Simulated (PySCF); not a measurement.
One of the candidates below gave these computed data.

All candidates are C3H9B.

| technique | computed result |
| --- | --- |
| Rotational structure | rotational constants A, B, C: 25.186, 3.731, 3.456 GHz [PBE0-D3(BJ)/def2-SVP] |
| Dipole | 0.64 D [wB97X-D/def2-SVPD] |
| NMR, other nuclei | isotropic shieldings of nuclei other than C and H, by class: 9 (1 B) ppm [GIAO PBE0/pcSseg-1] |
| Polarisability | 53.6 au [wB97X-D/def2-SVPD] |
| Valence photoelectron | vertical ionisation energy: 11.08 eV [ΔSCF wB97X-D/def2-SVPD] |
| UV, first state | lowest singlet excitation: 5.92 eV (210 nm, f = 0.000) [TDDFT wB97X-D/def2-SVPD] |
| 13C NMR | chemical shifts (computed TMS as zero) by class: 38.6 (1 C), 24.3 (1 C), 19.0 (1 C) ppm [GIAO PBE0/pcSseg-1] |
| Couplings | largest of the computed one-bond spin–spin couplings (means over like bonds): 11B–1H +133.6 (×2), 13C–1H +131.1 (×3), 13C–1H +130.7 (×2), 13C–1H +115.4 (×2), 13C–11B +51.4, 13C–13C +37.5, 13C–13C +36.8 Hz [B3LYP/pcJ-1, spin–dipole term left out for some pairs] |
| XPS | B1s 196.2, C1s 290.2, C1s 290.5, C1s 290.6 eV [ΔSCF SCAN, pcX-2 on the ionised atom, pcseg-1 elsewhere, spin-free X2C] |
| Triplet | lowest triplet excitation (Tamm–Dancoff): 5.35 eV [TDA wB97X-D/def2-SVPD] |

The electronic properties come from PySCF, for the isolated species, density fitting. Levels stand in brackets. Geometry: PBE0-D3(BJ)/def2-SVP, one conformer, isolated molecule. NMR values are class means; diastereotopic atoms form classes of their own.

Problem. Which candidate is it?
A. `[H]B([H])C(C)C`
B. `BCCC`
C. `CBCC`

Solution. B. It is `BCCC` (C3H9B). Numbering: `[BH2:1][CH2:2][CH2:3][CH3:4]`. 3 carbons fall into 3 classes; from least to most shielded: sp3 carbon bound to boron [C2] (38.6 ppm), chain CH2 carbon [C3] (24.3 ppm), methyl carbon [C4] (19.0 ppm). The other shieldings belong to: 9 ppm, three-coordinate boron [B1]. The couplings run between: +133.6 Hz, three-coordinate boron [B1] and its hydrogen (with 1 like pair); +131.1 Hz, methyl carbon [C4] and its hydrogen (with 2 like pairs); +130.7 Hz, chain CH2 carbon [C3] and its hydrogen (with 1 like pair); +115.4 Hz, sp3 carbon bound to boron [C2] and its hydrogen (with 1 like pair); +51.4 Hz, sp3 carbon bound to boron [C2] and three-coordinate boron [B1]; +37.5 Hz, sp3 carbon bound to boron [C2] and chain CH2 carbon [C3]; +36.8 Hz, chain CH2 carbon [C3] and methyl carbon [C4]. The core levels belong to: B1s 196.2 eV, three-coordinate boron [B1]; C1s 290.2 eV, sp3 carbon bound to boron [C2]; C1s 290.5 eV, methyl carbon [C4]; C1s 290.6 eV, chain CH2 carbon [C3]. The hole state at 196.2 eV has ⟨S²⟩ = 0.84 against 0.75, so that value is less sure. The first electron is taken from the HOMO, whose largest Löwdin shares are 0.26 on the three-coordinate boron, 0.26 on the sp3 carbon bound to boron, 0.14 on the methyl carbon and 0.13 on the chain CH2 carbon. By its constants the optimised geometry is an asymmetric top.

The others, at the same levels:
- `CBCC` (C3H9B) fails: its computed 13C shifts are 26.6 (1 C), 13.4 (1 C), 10.0 (1 C) ppm, core binding energies are B1s 195.7, C1s 290.1, C1s 290.1, C1s 290.5 eV and rotational constant A is 13.359 GHz (against 25.186 GHz).
- `[H]B([H])C(C)C` fails: it has 2 carbon classes against 3; its computed 13C shifts are 45.9 (1 C), 21.9 (2 C) ppm, core binding energies are B1s 195.9, C1s 290.4, C1s 290.6 (×2) eV and rotational constant A is 8.003 GHz (against 25.186 GHz).

Each candidate is one conformer, not necessarily the lowest. The conformers computed, where there is a choice (atom-mapped SMILES and torsion angles):
- `[BH2:1][CH2:2][CH2:3][CH3:4]`: B1–C2–C3–C4 -179°
- `[CH3:1][BH:2][CH2:3][CH3:4]`: C1–B2–C3–C4 -2°
